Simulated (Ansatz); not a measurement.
System: Te2, charge 0, triplet. Te2 (SMILES [Te]=[Te], triplet).
B3LYP-D3(BJ)/def2-TZVP minimum from Ansatz (a quantum-chemistry and plane-wave program):
```
Te
Te 1 2.5746
```
Charge 0, spin multiplicity 3.

Total energies in def2-TZVPP, 12 correlated electrons, 18 frozen orbitals. Radicals and triplets start from unrestricted determinants; spin-orbit coupling is neglected. Correlated methods leave the cores frozen (noble-gas shells, and filled d and f shells in the p block). Past Kr the def2 sets carry scalar-relativistic core potentials. Spin-orbit terms, left out, reach several kcal/mol for Br and I, and more for heavier atoms. The UHF reference of Te2 ([Te]=[Te], triplet) is spin-contaminated (<S^2> up to 0.06 over the pure value in the sets run). The determinant of Te2 ([Te]=[Te], triplet) is a saddle point of the SCF energy; a lower one exists, which strains HF and MP2.

```json
[
 {"method": "HF", "program": "Ansatz", "energy (Eh)": "-534.04469", "minus CCSDT(Q) (mEh)": "274.38"},
 {"method": "MP2", "program": "Ansatz", "energy (Eh)": "-534.27928", "minus CCSDT(Q) (mEh)": "39.80"},
 {"method": "CCSD", "program": "Ansatz", "energy (Eh)": "-534.30164", "minus CCSDT(Q) (mEh)": "17.44"},
 {"method": "CCSD(T)", "program": "Ansatz", "energy (Eh)": "-534.31666", "minus CCSDT(Q) (mEh)": "2.41"},
 {"method": "CCSDT(Q)", "program": "Ansatz", "energy (Eh)": "-534.31908", "minus CCSDT(Q) (mEh)": "0.00"}
]
```

Rough core times of Ansatz's runs on a shared machine: CCSD(T) 70 s, CCSDT(Q) 10 min.
